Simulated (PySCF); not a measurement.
A GIAO shielding run with PySCF 2.14 (density fitting, non-relativistic, gas phase) on SMILES CC(C)S(=O)(=O)Cl, C3H7ClO2S:

```
$ OMP_NUM_THREADS=1 python probes_run.py task.json out

{"job": {"kind": "nmr", "xc": "PBE0", "basis": "pcSseg-1", "pop": false}, "charge": 0, "multiplicity": 1}
C     -0.392518     1.435989     0.225192
C     -0.269943     0.047798    -0.368142
C     -1.014981    -1.047196     0.366310
S      1.474229    -0.401979    -0.573721
O      1.567676    -1.758610    -1.071130
O      2.181396     0.689195    -1.210746
Cl     2.109292    -0.444947     1.438424
H      0.196644     2.166191    -0.345317
H     -1.448701     1.742336     0.203358
H     -0.051142     1.445125     1.270537
H     -0.559387     0.060052    -1.435436
H     -0.687875    -1.105579     1.414623
H     -0.855992    -2.024383    -0.108563
H     -2.090972    -0.819605     0.351649
```

Hardware: 1 thread of an Arm Neoverse V1, shared host.

Question: How large is the calculation?

Answer: 74 electrons, 168 basis functions and 919 auxiliary functions.

Question: How long does it take, and how much memory does it need?

Answer: 27 s of wall time, with 14 SCF cycles and 5 response iterations; peak memory 1 GiB. Times on a shared host scatter by some tens of per cent.

Question: And these other runs on the same molecule and hardware: GIAO shielding at BLYP/pcSseg-1; GIAO shielding at KT2/pcSseg-1; GIAO shielding at LC-wPBE/pcSseg-1; GIAO shielding at LDA/pcSseg-1; GIAO shielding at OPBE/pcSseg-1?

Answer: BLYP/pcSseg-1: 168 functions, 32 s; KT2/pcSseg-1: 168 functions, 31 s; LC-wPBE/pcSseg-1: 168 functions, 36 s; LDA/pcSseg-1: 168 functions, 27 s; OPBE/pcSseg-1: 168 functions, 31 s.
